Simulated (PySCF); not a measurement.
Shifts of the heteroatoms

Mapped SMILES: `[CH3:1][Si:2]([CH3:3])([CH3:4])[CH2:5][F:6]`; H(Xn) means a hydrogen on atom n.

PySCF 2.14 calculation with coordinates at the PBE0-D3(BJ)/def2-TZVP level and σ from GIAO-B97-2/pcSseg-2; one averaged value for each set of equivalent atoms, relativity neglected, single conformer, no solvent model.

Task: What are the $^{19}$F shifts?

Result: 
```json
{"atoms": "F6", "environment": "fluorine on an sp3 carbon", "σ (ppm)": "470.2", "δ (ppm)": "-273.4"}
```

Shieldings were converted by a linear fit to measured shifts: $^{19}$F: δ = 163.32 − 0.949σ +9.6 on sp3 carbon (rms 4.2 ppm, 161 shifts, 5.7 ppm with the 8 outliers that the fit left out vs CFCl3, solution or neat liquid). A few per cent of atoms miss by over 2 rms, more outside the fitted compound classes.

On a 500 MHz spectrometer $^{19}$F resonates near 470.5 MHz, so 1 ppm is 470.5 Hz.

Task: Predict the $^{29}$Si NMR data.

Result: 
```csv
atoms,environment,σ (ppm),δ (ppm)
Si2,silicon bonded to 4 C,350.7,-10.6
```

Shieldings were converted by a linear fit to measured shifts: $^{29}$Si: δ = 302.65 − 0.893σ (rms 6.0 ppm, 44 shifts, 28.9 ppm with the 5 outliers that the fit left out vs TMS, solution or neat liquid). Occasional misses reach two or three times the rms, and more in compound classes unlike the fitted ones.

On a 300 MHz spectrometer $^{29}$Si resonates near 59.6 MHz, so 1 ppm is 59.6 Hz.
